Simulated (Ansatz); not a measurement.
Consider the ligand exchange at the Si–S bond: `Cl[SiH2][S][SbH2]` + `BN` → `BN[SiH2]Cl` + `[SH][SbH2]`.

Isolated molecules relaxed with PBE0-D4/def2-TZVP in Ansatz; ΔE leaves out vibrations. CBS: MP2 limit from def2 TZ/QZ plus the TZ coupled-cluster correction, frozen cores. This one scheme is used for every species. DFT in def2-TZVPP. Elements past krypton have def2 core potentials. For Sb outer-core shells are correlated without core-valence functions, which leaves a few kJ/mol of doubt a bond. One conformer a species, not always the lowest.

```csv
level,ΔE (kJ/mol),difference from CCSD(T)/CBS
r2SCAN-D4,23.9,2.4
ωB97X-V,18.9,-2.6
ωB97M-V,20.0,-1.5
revPBE,26.6,5.1
r2SCAN,23.1,1.6
HF/def2-SVP,5.5,-16.0
CCSD(T)/def2-SVP,17.9,-3.6
MP2/def2-TZVPP,23.1,1.6
CCSD/def2-TZVPP,13.3,-8.2
HF/CBS(def2),0.3,-21.2
CCSD(T)/CBS,21.5,0
```

Largest T1 diagnostic among the species: 0.013.

Leaving LDA and LC-ωPBE aside and taking each functional with its dispersion term where it has one, the values, not all of them listed here, spread over 16.4 kJ/mol, from CAM-B3LYP-D4 to PBE-D4. The D4 term adds +7.7 kJ/mol with B3LYP and +4.1 kJ/mol with PBE0; it sums over pairs of atoms, weighted by their polarisabilities, and B3LYP, whose exchange is more repulsive, gets the larger term.

CCSD(T)/CBS has its own doubt, a few kJ/mol and more with outer-core shells, so smaller differences from it don't rank the levels.

B3LYP here is the variant with VWN-RPA as its local correlation; programs differ in this.
